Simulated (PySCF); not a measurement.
# Bi²⁺ (bismuth, charge +2): UHF calculation

Configuration: [Xe] 4f14 5d10 6s2 6p1, 2P determinant. Computed with PySCF 2.14 in aug-cc-pwCVTZ-PP with ECP60MDF (8s7p6d4f1g, 96 functions), with scalar relativity through the core potential.

| Item | Value |
| --- | --- |
| Total energy | -212.730472 hartree |
| One-electron energy | -358.3784 hartree |
| Hartree (Coulomb) energy | 161.3009 hartree |
| Exchange energy | -15.6530 hartree |
| ⟨S²⟩ | 0.7562 |
| ⟨L²⟩ | 2.019 |
| Sum of ⟨r⟩ | 26.82 bohr |
| Sum of ⟨r²⟩ | 43.02 bohr² |
| Traceless quadrupole moment −½Σ⟨3z² − r²⟩ along its main axis | -3.22 e·bohr² |

```json
{"shell": "5s α", "electrons": "1", "mean orbital energy (hartree)": "-7.33669", "spread (hartree)": "0", "rms radius, mean of both spins (bohr)": "0.899"}
{"shell": "5s β", "electrons": "1", "mean orbital energy (hartree)": "-7.33041", "spread (hartree)": "0", "rms radius, mean of both spins (bohr)": "0.899"}
{"shell": "5p α", "electrons": "3", "mean orbital energy (hartree)": "-4.91189", "spread (hartree)": "0.00419", "rms radius, mean of both spins (bohr)": "1.02"}
{"shell": "5p β", "electrons": "3", "mean orbital energy (hartree)": "-4.90716", "spread (hartree)": "0.02130", "rms radius, mean of both spins (bohr)": "1.02"}
{"shell": "5d α", "electrons": "5", "mean orbital energy (hartree)": "-1.96248", "spread (hartree)": "0.01355", "rms radius, mean of both spins (bohr)": "1.31"}
{"shell": "5d β", "electrons": "5", "mean orbital energy (hartree)": "-1.95606", "spread (hartree)": "0.02606", "rms radius, mean of both spins (bohr)": "1.31"}
{"shell": "6s α", "electrons": "1", "mean orbital energy (hartree)": "-1.29356", "spread (hartree)": "0", "rms radius, mean of both spins (bohr)": "2.25"}
{"shell": "6s β", "electrons": "1", "mean orbital energy (hartree)": "-1.21406", "spread (hartree)": "0", "rms radius, mean of both spins (bohr)": "2.25"}
{"shell": "6p α", "electrons": "1", "mean orbital energy (hartree)": "-0.85804", "spread (hartree)": "0", "rms radius, mean of both spins (bohr)": "2.81"}
```

Energies and moments cover only the electrons outside the core potential. Spin-orbit coupling, absent here, splits the open shell strongly.
